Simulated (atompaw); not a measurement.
Reading a pseudo-wave (Sr (Z = 38))

Columns: radius, all-electron u(r) and pseudo u(r) of the 4s shell (level -40.90 eV) of strontium in the configuration [Ar] 3d10 4s2 4p6 4d0 5s2 5p0; PBE, scalar-relativistic, PAW (atompaw) scheme, atompaw 4.2.0.5.

```csv
r (bohr),all-electron,pseudo
0.108,0.3189,0.0392
0.215,-0.0663,0.0781
0.323,-0.4725,0.1175
0.431,-0.4539,0.1569
0.538,-0.1785,0.1960
0.646,0.1703,0.2354
0.754,0.4840,0.2744
0.862,0.7214,0.3126
0.969,0.8760,0.3494
1.077,0.9602,0.3846
1.185,0.9865,0.4172
1.292,0.9703,0.4459
1.400,0.9245,0.4700
1.508,0.8602,0.4879
1.615,0.7866,0.4983
1.723,0.7084,0.4999
1.831,0.6308,0.4916
1.938,0.5570,0.4730
2.046,0.4876,0.4440
2.154,0.4242,0.4061
2.262,0.3671,0.3620
2.369,0.3167,0.3160
2.477,0.2718,0.2718
2.585,0.2326,0.2326
2.692,0.1987,0.1987
2.800,0.1691,0.1691
```

**Question.** How many radial nodes do the two functions have?

**Answer.** The all-electron 4s function has n − l − 1 = 3 (the table is too coarse to show those close to the nucleus); the pseudo-wave has 0, since the states of the same l below it are removed with the core.

**Question.** At about which radius was the pseudo-wave matched?

**Answer.** 2.50 bohr, where the columns begin to agree (steps of 0.11 bohr).

**Question.** Where does each function peak?

**Answer.** Outermost all-electron maximum near 1.19 bohr, pseudo maximum near 1.72 bohr (to the table’s step).

**Question.** Is the pseudo-wave norm-conserving?

**Answer.** No, it belongs to a PAW set: the norm inside the radius is not constrained, and the difference is carried by the augmentation charge.
